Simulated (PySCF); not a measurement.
# Telling isomers of C7H5F3N2 apart by NMR

PySCF calculation with shieldings: GIAO PBE0/pcSseg-1 and GFN2-xTB structure; in vacuum, one averaged value for each set of equivalent atoms, one computed conformer, no relativistic terms.

Referencing at the same level of theory: ¹H (31.72 ppm), ¹³C (186.93 ppm) against TMS. Splittings of carbon signals by F and P are missing where no couplings were computed. Where no couplings were computed, multiplicities follow the n + 1 count of equivalent neighbours, and m marks all less simple cases (inequivalent or close neighbours, rings, F or P nearby). Shifts are as computed. Against solution values, carbons near 30 ppm lie about +3 ppm off and those near 130 ppm about +5 ppm. Of 1211 compounds with measured shifts, 218 miss one by over three times the rms of a fit or turn the order of signals round; such compounds aren't used in these exercises.

(1) Tabulate the signals of `CC/C(C#N)=C(/C#N)C(F)(F)F`, `C/C(C#N)=C(\C#N)CC(F)(F)F`, `C/C(CC#N)=C(\C#N)C(F)(F)F` and their relative energies.

(2) What is the quickest way to tell C/C(C#N)=C(\C#N)CC(F)(F)F from C/C(CC#N)=C(\C#N)C(F)(F)F?

(3) What is the quickest way to tell CC/C(C#N)=C(/C#N)C(F)(F)F from C/C(CC#N)=C(\C#N)C(F)(F)F?

(4) What is the quickest way to tell CC/C(C#N)=C(/C#N)C(F)(F)F from C/C(C#N)=C(\C#N)CC(F)(F)F?

Answers

(1) 
```tsv
SMILES	carbon types	δC	δH	E rel. (kcal/mol)
CC/C(C#N)=C(/C#N)C(F)(F)F	5×C 1×CH2 1×CH3	152.7, 130.2, 123.8, 121.0, 116.8, 32.7, 17.1	2.79 (q, 2H), 1.38 (t, 3H)	11.4
C/C(C#N)=C(\C#N)CC(F)(F)F	5×C 1×CH2 1×CH3	140.9, 133.3, 125.5, 121.2, 120.8, 43.8, 24.8	3.34 (m, 2H), 2.54 (s, 3H)	0.0
C/C(CC#N)=C(\C#N)C(F)(F)F	5×C 1×CH2 1×CH3	170.5, 130.4, 118.6, 117.3, 114.7, 26.5, 24.1	3.42 (s, 2H), 2.60 (s, 3H)	7.6
```

Energies are electronic energies at PBE0/pcSseg-1 on these geometries, without zero-point or thermal terms, each for the one conformer computed, which needn't be the lowest.

(2) Both give the same number of carbon signals, with the same numbers of each carbon type, so the positions decide. The first has an allylic sp3 CH2 at 43.8 ppm, the second a fully substituted alkene carbon (C) at 170.5 ppm. Their most deshielded carbons lie at 140.9 and 170.5 ppm.

(3) Both give the same number of carbon signals, with the same numbers of each carbon type, so the positions decide. The first has a fully substituted alkene carbon (C) at 152.7 ppm, the second a fully substituted alkene carbon (C) at 170.5 ppm. In the proton spectra the most deshielded non-exchanging signals are 2.79 (q, 2H) and 3.42 (s, 2H).

(4) Both give the same number of carbon signals, with the same numbers of each carbon type, so the positions decide. The first has a fully substituted alkene carbon (C) at 152.7 ppm, the second an allylic sp3 CH2 at 43.8 ppm. Their most deshielded carbons lie at 152.7 and 140.9 ppm. In the proton spectra the most deshielded non-exchanging signals are 2.79 (q, 2H) and 3.34 (m, 2H).
